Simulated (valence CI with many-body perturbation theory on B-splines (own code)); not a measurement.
Sb2+ in three bases

Method: valence CI with perturbative core correlation (CI+MBPT): three valence electrons over a frozen Dirac-Fock core [Kr] 4d10, a basis of 9 s, 9 p, 8 d, 6 f, 3 g, 1 h functions for each j, with the one-electron correlation potential Σ1 (screened to all orders), the two-electron term Σ2, the three-electron term Σ3, Breit, model QED; selected single and double excitations, second order for the rest, scaled by the run's own slope (own B-spline code, finite nucleus).

Set against measurement, 16 paired levels are off by 232 cm⁻¹ on average, the worst by 764. These come from a selection out of Moore, Atomic Energy Levels, vol. III, NSRDS-NBS 35 (1971 reprint of NBS Circular 467, 1958), an old analysis. Levels without a partner in it may be off by more. 1 measured level below the end of the list, from 163388 cm⁻¹ on, found no clear computed partner, and computed levels of the same name lie up to 1324 cm⁻¹ from them.

The reference run has the lowest level 5s2 5p 2P°_1/2 and an ionisation energy of 25.3163 eV. Its largest variational space holds 10861 state functions.

Names give the largest LS component (configuration and term), which can be under half, so a name can repeat, a term be missing and a line seem to break the LS rules; names also repeat where a configuration has a term twice.

Changed runs:
A. basis 6 s, 6 p, 5 d, 3 f, 1 g
B. basis 5 s, 5 p, 4 d, 2 f

Excitation energies of the reference run in cm⁻¹, and shifts in cm⁻¹:

```
                 Level  Reference        A        B
        5s2 5p 2P°_3/2       6576     -4.9      -14
         5s 5p2 4P_1/2      57612      -82     -266
         5s 5p2 4P_3/2      60597      -85     -277
         5s 5p2 4P_5/2      64018      -81     -262
         5s 5p2 2D_3/2      76306     +0.7      +15
         5s 5p2 2D_5/2      77580     -2.0     +6.2
         5s 5p2 2S_1/2      93093      +49         
         5s2 6s 2S_1/2      93671      -27      -67
         5s2 5d 2D_3/2      99116      +73     +307
         5s 5p2 2P_1/2     100074      +54     +224
         5s2 5d 2D_5/2     100668      +83     +345
         5s 5p2 2P_3/2     102269      +60     +243
Ionisation energy (eV)    25.3163  -0.0105  -0.0332
```

A blank means that the level has no clear partner in that run.
